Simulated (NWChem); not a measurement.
System: CH$_{3}$F$_{3}$Ti; SMILES [CH3][Ti]([F])([F])[F]

The following NWChem deck was run.

```
start job
memory heap 200 mb stack 900 mb global 1100 mb
geometry units angstroms noautosym nocenter noautoz
  Ti     0.000000     0.000000     0.109260
  F      1.397867     0.903664     0.594515
  F      0.083663    -1.662420     0.594515
  F     -1.481529     0.758756     0.594515
  C      0.000000     0.000000    -1.922294
  H     -0.015159     1.042034    -2.281657
  H     -0.894849    -0.534145    -2.281657
  H      0.910007    -0.507889    -2.281657
end
basis spherical
  * library def2-svpd
end
dft
  xc xpbe96 cpbe96
  iterations 150
end
tddft
  cis
  nroots 6
  notriplet
end
task tddft energy
```

Output (shortened):

```
             Northwest Computational Chemistry Package (NWChem) 7.3.0
             --------------------------------------------------------

                             Geometry "geometry" -> ""
                             -------------------------

 Output coordinates in angstroms (scale by  1.889725989 to convert to a.u.)

  No.       Tag          Charge          X              Y              Z
 ---- ---------------- ---------- -------------- -------------- --------------
    1 Ti                  22.0000     0.00000000     0.00000000     0.10926000
    2 F                    9.0000     1.39786700     0.90366400     0.59451500
    3 F                    9.0000     0.08366300    -1.66242000     0.59451500
    4 F                    9.0000    -1.48152900     0.75875600     0.59451500
    5 C                    6.0000     0.00000000     0.00000000    -1.92229400
    6 H                    1.0000    -0.01515900     1.04203400    -2.28165700
    7 H                    1.0000    -0.89484900    -0.53414500    -2.28165700
    8 H                    1.0000     0.91000700    -0.50788900    -2.28165700

 Effective nuclear repulsion energy (a.u.)     324.0826675725

  pbe96 is a nonlocal functional; adding pw91lda local functional.

                                 NWChem DFT Module
                                 -----------------

 Summary of "ao basis" -> "ao basis" (spherical)
 ------------------------------------------------------------------------------
       Tag                 Description            Shells   Functions and Types
 ---------------- ------------------------------  ------  ---------------------
 Ti                        def2-svpd                12       34   5s4p2d1f
 F                         def2-svpd                 9       23   4s3p2d
 C                         def2-svpd                 8       20   4s2p2d
 H                         def2-svpd                 4        8   2s2p

[...]

                                NWChem TDDFT Module
                                -------------------

            General Information
            -------------------
           No. of orbitals :     294
            Alpha orbitals :     147
             Beta orbitals :     147
        Alpha frozen cores :       0
         Beta frozen cores :       0
     Alpha frozen virtuals :       0
      Beta frozen virtuals :       0
         Spin multiplicity :       1
    Number of AO functions :     147
        Use of symmetry is : off
      Symmetry adaption is : off
         Schwarz screening :  0.10D-07

              XC Information
              --------------
   PerdewBurkeErnzerhof Exchange Functional   1.00
     Perdew 1991 LDA Correlation Functional   1.00 local
    PerdewBurkeErnz. Correlation Functional   1.00 non-local

             TDDFT Information
             -----------------
          Calculation type : Tamm-Dancoff TDDFT
         Wavefunction type : Restricted singlets
          No. of electrons :      58
           Alpha electrons :      29
            Beta electrons :      29
              No. of roots :       6
          Max subspacesize :    5200
            Max iterations :     100
               Target root :       1
           Target symmetry : none
      Symmetry restriction : off
                 Algorithm : Optimal
        Davidson threshold :  0.10D-03

    6 smallest eigenvalue differences (eV)
--------------------------------------------------------
  No. Spin  Occ  Vir  Irrep   E(Occ)    E(Vir)   E(Diff)
--------------------------------------------------------
    1    1   29   30 a        -0.273    -0.133     3.803
    2    1   29   31 a        -0.273    -0.133     3.803
    3    1   29   32 a        -0.273    -0.079     5.262
    4    1   29   33 a        -0.273    -0.079     5.262
    5    1   29   34 a        -0.273    -0.070     5.515
    6    1   28   30 a        -0.369    -0.133     6.421
--------------------------------------------------------

  Entering Davidson iterations
  Restricted singlet excited states

  Iter   NTrls   NConv    DeltaV     DeltaE      Time
  ----  ------  ------  ---------  ---------  ---------
    1      6       0     0.27E+00   0.10+100       19.8
    2     12       0     0.12E+00   0.10E+00       17.6
    3     18       0     0.24E-01   0.11E-01       14.2
    4     24       0     0.25E-01   0.55E-02       11.9
    5     30       4     0.65E-02   0.76E-03       12.0
    6     32       4     0.11E-01   0.27E-04       11.2
    7     34       4     0.18E-01   0.23E-02        8.9
    8     36       4     0.40E-02   0.43E-03        9.2
    9     38       4     0.60E-03   0.19E-04        9.1
   10     40       6     0.96E-04   0.29E-06        8.9
  ----  ------  ------  ---------  ---------  ---------
  Convergence criterion met

  Ground state a       -1188.250014521135 a.u.

  ----------------------------------------------------------------------------
  Root   1 singlet a              0.143824469 a.u.                3.9137 eV
  ----------------------------------------------------------------------------
     Transition Moments    X -0.10655   Y  0.01606   Z -0.00000
     Dipole Oscillator Strength                    0.0011132990
     Electric Quadrupole                           0.0000000109
     Magnetic Dipole                               0.0000021184
     Total Oscillator Strength                     0.0011154282

[...]
```

Level: PBE/def2-SVPD, TDA. Geometry: optimised at PBE0/def2-SVP.
